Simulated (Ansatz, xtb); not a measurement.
C2H6AlFO: where a starting geometry ends

The starting geometry of this gas-phase singlet was built from a drawn formula by distance geometry and a force field; its bonds are those of `[CH3][Al]([F])[CH2]O`.

```yaml
atoms:
  - { symbol: C, position_ang: [0.9584, -1.3530, 0.8779] }
  - { symbol: C, position_ang: [0.8757, 2.0890, 0.3932] }
  - { symbol: Al, position_ang: [0.5950, 0.2092, -0.3119] }
  - { symbol: F, position_ang: [0.0405, -0.0353, -2.0124] }
  - { symbol: O, position_ang: [1.3233, 2.0236, 1.6744] }
  - { symbol: H, position_ang: [1.3153, -1.0051, 1.8521] }
  - { symbol: H, position_ang: [0.0226, -1.9538, 0.9814] }
  - { symbol: H, position_ang: [1.7508, -2.0168, 0.3919] }
  - { symbol: H, position_ang: [-0.0530, 2.6508, 0.3562] }
  - { symbol: H, position_ang: [1.6133, 2.5717, -0.2849] }
  - { symbol: H, position_ang: [0.5894, 1.7883, 2.2550] }
```

Q: Predict what becomes of its bonds when it is optimised with r2SCAN-D4/def2-SVP.

A: It keeps its bonds, and is `[CH3][Al]([F])[CH2]O`.

The energy falls by 0.45 eV over 14 steps:

```csv
step,E − E(last) (eV)
1,0.447
2,0.106
4,0.003
5,0.002
7,0.001
8,0.001
10,0.000
11,0.000
13,0.000
14,0.000
```

Final geometry (Å):

```csv
atom,x (Å),y (Å),z (Å)
C,0.9253,-1.3477,0.8372
C,0.7670,2.0626,0.3656
Al,0.6758,0.2070,-0.3018
F,0.3750,-0.0255,-1.9331
O,1.3803,2.1122,1.6660
H,1.3998,-1.0857,1.7970
H,-0.0421,-1.8282,1.0687
H,1.5459,-2.1199,0.3528
H,-0.1867,2.6328,0.3343
H,1.4349,2.6341,-0.3065
H,0.7561,1.7267,2.2930
```

From the same start GFN2-xTB ends elsewhere, differing in Al3–O5 (1.87 against 2.83 Å here).

The end wasn't checked by frequencies. Run with Ansatz 0.2.0, 39 s on 2 threads of AMD EPYC 7R43 64-Core Processor (Zen 3) (shared host).
